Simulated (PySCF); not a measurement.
C3H4BrCl, SMILES C/C=C(\Cl)Br.

The structure is a stationary point at TPSSh-D3(BJ)/def2-SVP.

All values below come from PySCF with PBE/def2-TZVP.

Symmetry labels are those of the subgroup Cs that the program uses (full group Cs).

List the valence orbital energies around the gap with their symmetry. (The exact figures need the calculation; the answer reports its results.)


| orbital | symmetry | energy (eV) |
|---|---|---|
| HOMO−7 | A" | -10.58 |
| HOMO−6 | A' | -9.68 |
| HOMO−5 | A" | -9.38 |
| HOMO−4 | A' | -9.18 |
| HOMO−3 | A' | -7.99 |
| HOMO−2 | A" | -7.56 |
| HOMO−1 | A' | -7.06 |
| HOMO | A" | -5.98 |
| LUMO | A' | -1.47 |
| LUMO+1 | A" | -1.33 |
| LUMO+2 | A' | -0.22 |
| LUMO+3 | A' | 0.87 |
